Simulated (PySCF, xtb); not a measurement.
cyclopropanecarbaldehyde (C4H6O), SMILES C1CC1C=O.

GFN2-xTB in xtb at its own geometry gives an orbital gap of 3.80 eV and a dipole moment of 3.10 D.

Geometry optimised at B3LYP-D3(BJ)/def2-SVP. One conformer was computed; it need not be the lowest.

Q: What does ωB97X/def2-TZVP in PySCF give? (Estimate from the structure and the level; the computed values follow.)

A: gap 11.40 eV (levels -9.90 and 1.51 eV), dipole 2.88 D.
